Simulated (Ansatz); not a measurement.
C2H7AlCl2Si, singlet, at the geometry of the source list, with bond 8-5 at 1.8 times its length; Ansatz (a program for electronic structure) with SC-NEVPT2/STO-3G, CASSCF(2,3).

Here is a job for Ansatz.
Ansatz 0.2 input:
```yaml
crystal:
  periodic: [false, false, false]
  atoms:
    - {symbol: Si, position_ang: [1.99060000, -0.38240000, -0.00040000]}
    - {symbol: Cl, position_ang: [2.54920000, -1.51850000, -1.62700000]}
    - {symbol: Cl, position_ang: [2.02320000, -1.66340000, 1.63270000]}
    - {symbol: Al, position_ang: [-0.40670000, 0.16460000, -0.02160000]}
    - {symbol: C, position_ang: [-1.56430000, -1.44430000, 0.06340000]}
    - {symbol: C, position_ang: [-0.60430000, 2.14040000, -0.11100000]}
    - {symbol: H, position_ang: [3.21250000, 0.41170000, 0.23810000]}
    - {symbol: H, position_ang: [-0.44776000, -3.04738000, 0.40864000]}
    - {symbol: H, position_ang: [-2.11520000, -1.64180000, -0.86800000]}
    - {symbol: H, position_ang: [-2.32000000, -1.40640000, 0.86360000]}
    - {symbol: H, position_ang: [-1.51900000, 2.57250000, 0.30440000]}
    - {symbol: H, position_ang: [-0.54350000, 2.49850000, -1.14620000]}
    - {symbol: H, position_ang: [0.24150000, 2.60390000, 0.41680000]}
basis:
  gaussian:
    orbitals: STO-3G
magnetization: {spin_polarized: false}
correlation: {method: sc_nevpt2, electrons: all, active_space: {window: {electrons: 2, orbitals: 3}}}
```

**Question.** Predict the main parts of the log of this Ansatz run.

**Answer.** 
```
Functional definition: HF
617 factors; integrals over basis functions are off by at most 9.0e-5 eV
mean field evaluation 1: about -41156.6395 eV, gradient 2.4e1 eV
mean field evaluation 2: about -41156.7334 eV, gradient 2.4e1 eV
mean field evaluation 4: about -41160.0685 eV, gradient 3.1e0 eV
mean field evaluation 8: about -41160.1132 eV, gradient 2.5e-4 eV
mean field -41160.11324619 eV, -1512.6062624707 hartree, gradient 2.2e-6 eV, S^2 0.000000; 0 other end points of the search recorded, 0 dependent functions left out; unrestricted orbitals would lower it
reference -41160.11324619 eV, -1512.6062624707 hartree; 40, 40 occupied and 13, 13 virtual orbitals, 617 factors
state -41162.56291554 eV, -1512.6962861588 hartree
state -41162.56291554 eV, -1512.6962861588 hartree; corrected -41167.20657176 eV, -1512.8669373775 hartree
WARN: 1 active orbitals are nearly empty or full. The corrections depend on them more than the energy does, and are more stable in an active space without them
Total energy: -41167.20657176 eV, -1512.8669373775 hartree
```
